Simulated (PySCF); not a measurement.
SCF from a fresh guess for singlet PtH₄, at the PBE0 minimum. PySCF input:

```python
from pyscf import gto, scf, dft
mol = gto.M(atom='''
Pt     0.000000    -0.000000     0.000000
H      0.462930    -0.000000     1.583640
H      0.000000    -0.462930    -1.583640
H     -0.462930     0.000000     1.583640
H     -0.000000     0.462930    -1.583640''',
    basis={'Pt': 'x2c-TZVPall', 'H': 'x2c-TZVPall'},
    nucmod='G',
    charge=0, spin=0)
mf = dft.RKS(mol, xc='PBE0')
mf.grids.atom_grid = (50, 194)
aux = {'Pt': 'AutoAux', 'H': 'AutoAux'}  # AutoAux: made from the orbital basis by basis_set_exchange (get_aux=1)
mf = mf.density_fit(auxbasis=aux).sfx2c1e()
mf.conv_tol = 1e-08
mf.diis_space = 10
mf.max_cycle = 60
mf.init_guess = 'minao'
mf.verbose = 4
mf.kernel()
```

Excerpt of the output (cycles and frontier levels):

```
init E= -18417.7837280751
  HOMO = -0.0946894576881694  LUMO = -0.00824174048654635  gap/eV = 2.35236
cycle= 1 E= -18417.3904879126  delta_E= 0.393  |g|= 2.13  |ddm|= 2.15
  HOMO = -0.615762190820367  LUMO = -0.184813198519551  gap/eV = 11.72672
cycle= 2 E= -18416.426189623  delta_E= 0.964  |g|= 3.67  |ddm|= 3.87
  HOMO = -0.313920070807699  LUMO = -0.0680067895609402  gap/eV = 6.69164
cycle= 3 E= -18418.0022809105  delta_E= -1.58  |g|= 0.41  |ddm|= 2.42
  HOMO = -0.237811408326151  LUMO = -0.0330530250704854  gap/eV = 5.57176
cycle= 4 E= -18418.034021892  delta_E= -0.0317  |g|= 0.117  |ddm|= 0.438
  HOMO = -0.249101115168904  LUMO = -0.0354276053593217  gap/eV = 5.81435
cycle= 5 E= -18418.0364717223  delta_E= -0.00245  |g|= 0.00603  |ddm|= 0.0802
  HOMO = -0.250489958726773  LUMO = -0.0361360911393141  gap/eV = 5.83287
cycle= 6 E= -18418.0364800246  delta_E= -8.3e-06  |g|= 0.000515  |ddm|= 0.00654
  HOMO = -0.250443984423069  LUMO = -0.0361026545311671  gap/eV = 5.83252
cycle= 7 E= -18418.036480067  delta_E= -4.25e-08  |g|= 0.000176  |ddm|= 0.000441
  HOMO = -0.250425577433095  LUMO = -0.036098117929168  gap/eV = 5.83215
cycle= 8 E= -18418.0364800726  delta_E= -5.58e-09  |g|= 2.27e-05  |ddm|= 0.000164
  HOMO = -0.250419167008263  LUMO = -0.0360959722138295  gap/eV = 5.83203
Extra cycle  E= -18418.0364800724  delta_E= 2.18e-10  |g|= 4.8e-05  |ddm|= 4.42e-05
converged SCF energy = -18418.0364800724
```

No lower solution of this spin was found by a stability analysis within the restricted form, which does not test spin polarisation.

Stability towards spin polarisation was not tested. Spin–orbit coupling, left out here, can matter for elements this heavy.

The search for the lowest solution, with the stability check, took 8.5 s on 2 threads of a shared Arm Neoverse V2 host, with 105 basis functions; the process peaked at 0.4 GiB.
